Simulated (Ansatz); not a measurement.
BFGeH4, SMILES `F[BH][GeH3]`, charge 0, multiplicity 1.

Q: Give a relaxed structure at PBE0-D4/def2-TZVP (Ansatz 0.2.0). (Best estimate.)

A: The calculation gave: 
Z-matrix (Å, degrees):
```
Ge
B 1 2.082
H 1 1.539 2 110.6
H 1 1.537 2 111.8 3 -120.9
H 1 1.540 2 110.3 3 118.7
F 2 1.319 1 118.7 3 -56.9
H 2 1.201 1 124.8 3 123.3
```
Point group Cs.
